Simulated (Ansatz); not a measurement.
```yaml
crystal:
  periodic: [false, false, false]
  atoms:
    - {symbol: C, position_ang: [-0.042257, 0.611878, -1.680610]}
    - {symbol: O, position_ang: [0.331098, 0.192548, -0.196483]}
    - {symbol: Si, position_ang: [-0.689589, -0.888663, 0.637107]}
    - {symbol: N, position_ang: [0.200533, -0.731534, 1.975148]}
    - {symbol: H, position_ang: [-0.348072, 1.524285, -1.732682]}
    - {symbol: H, position_ang: [-0.869996, -0.204014, -1.954335]}
    - {symbol: H, position_ang: [0.716133, 0.254876, -2.237239]}
    - {symbol: H, position_ang: [-0.120296, -1.155370, 2.926043]}
    - {symbol: H, position_ang: [0.753139, -0.119300, 2.116983]}
basis:
  gaussian: {orbitals: cc-pVTZ-DK}
magnetization: {spin_polarized: true, initial_magnetization: 0}
hamiltonian: {xc: {name: B2GP-PLYP}}
relax: {f_tol: 0.001, max_steps: 3}
output: {forces: true}
```

```sh
$ ansatz run in.yaml --threads 4 --pin off --events-out ev --progress --plain --max-ram 10444MiB
```

Output, abridged:

```
Functional definition: B2GP-PLYP
1311 factors; integrals over basis functions are off by at most 3.0e-4 eV
mean field evaluation 1: about -12528.8208 eV, gradient 4.3e1 eV
mean field evaluation 2: about -12528.9621 eV, gradient 4.3e1 eV
mean field evaluation 4: about -12535.7293 eV, gradient 5.6e0 eV
mean field evaluation 8: about -12535.8546 eV, gradient 4.6e-1 eV
mean field evaluation 16: about -12535.8556 eV, gradient 7.0e-5 eV
mean field -12535.85560729 eV, -460.6841964599 hartree, gradient 4.5e-6 eV, S^2 0.000000; 2 other end points of the search recorded, 0 dependent functions left out
8 core orbitals not correlated: weight in the atoms' cores, before any rotation towards them, 1.000 or more for the frozen orbitals, at most 0.000 for the correlated occupied ones
reference -12535.85571826 eV, -460.6842005378 hartree; 12, 12 occupied and 174, 174 virtual orbitals, 1311 factors
second order -23.05132609 eV of doubles, -0.00000000 eV of singles
relax step   1: F+E_penalty+E_count = -12544.15408468 eV  Δ(F+E_penalty+E_count) = +0.000e0 eV  max|allowed force component| = 1.090e1 eV/Å  Δτ_max = 0.0000 Å  (65 SCF iters, accepted)
1311 factors; integrals over basis functions are off by at most 7.0e-4 eV
mean field -12538.04195607 eV, -460.7645432953 hartree, gradient 2.5e-6 eV, S^2 0.000000; 0 other end points of the search recorded, 0 dependent functions left out
8 core orbitals not correlated: weight in the atoms' cores, before any rotation towards them, 1.000 or more for the frozen orbitals, at most 0.000 for the correlated occupied ones
reference -12538.04206635 eV, -460.7645473483 hartree; 12, 12 occupied and 174, 174 virtual orbitals, 1311 factors
second order -23.00900557 eV of doubles, -0.00000000 eV of singles
relax step   2: F+E_penalty+E_count = -12546.32519807 eV  Δ(F+E_penalty+E_count) = -2.171e0 eV  max|allowed force component| = 2.796e0 eV/Å  Δτ_max = 0.1602 Å  (47 SCF iters, accepted)
1311 factors; integrals over basis functions are off by at most 7.5e-4 eV
mean field -12538.37032312 eV, -460.7766105621 hartree, gradient 1.2e-6 eV, S^2 0.000000; 0 other end points of the search recorded, 0 dependent functions left out
8 core orbitals not correlated: weight in the atoms' cores, before any rotation towards them, 1.000 or more for the frozen orbitals, at most 0.000 for the correlated occupied ones
reference -12538.37043571 eV, -460.7766146996 hartree; 12, 12 occupied and 174, 174 virtual orbitals, 1311 factors
second order -22.78374712 eV of doubles, -0.00000000 eV of singles
relax step   3: F+E_penalty+E_count = -12546.57247209 eV  Δ(F+E_penalty+E_count) = -2.473e-1 eV  max|allowed force component| = 8.201e-1 eV/Å  Δτ_max = 0.2000 Å  (48 SCF iters, accepted)
Error: geometry relaxation did not converge after 3 steps: max|allowed force component| = 8.20e-1 eV/Å (threshold 1.0e-3). Raise `relax.max_steps` over both its present limit and 3, loosen `relax.f_tol`, or start from a geometry closer to equilibrium. Where this run's directory can be resumed (`checkpoint.write`), a resume goes on for up to `relax.max_steps` more
```

Problem. What is wrong with this run?

Solution. The relaxation is allowed too few steps for its threshold. The calculation stopped without meeting its thresholds.
